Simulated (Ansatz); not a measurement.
Cartesian coordinates in Å:
```
Cl -2.267 -1.299 -0.491
Si -1.085 0.358 -0.284
Cl -1.646 1.429 1.361
Si 1.120 -0.361 0.031
Cl 1.206 -1.399 1.787
Cl 2.318 1.295 0.126
H -1.271 1.209 -1.480
H 1.625 -1.234 -1.051
```

The species carries charge 0 and has multiplicity 1.

Problem. List the PBE/def2-TZVPP orbital energies in eV (Ansatz 0.2.0). (An estimate is asked.)

Solution. The calculation gave: Occupied: -2739.47, -2739.47, -2739.45, -2739.45, -1781.72, -1781.72, -250.05, -250.05, -250.03, -250.03, -190.74, -190.74, -190.72, -190.72, -190.58, -190.58, -190.57, -190.57, -190.56, -190.56, -190.55, -190.55, -139.29, -139.29, -96.08, -96.08, -96.04, -96.03, -95.97, -95.96, -21.45, -21.29, -20.77, -20.75, -14.26, -12.97, -10.63, -10.58, -10.23, -10.10, -10.05, -8.84, -8.49, -8.45, -8.39, -8.22, -8.16, -8.14, -7.08. Lowest empty: -1.97, -1.86, -0.96, -0.27, -0.10, 0.46, 0.88, 2.36.
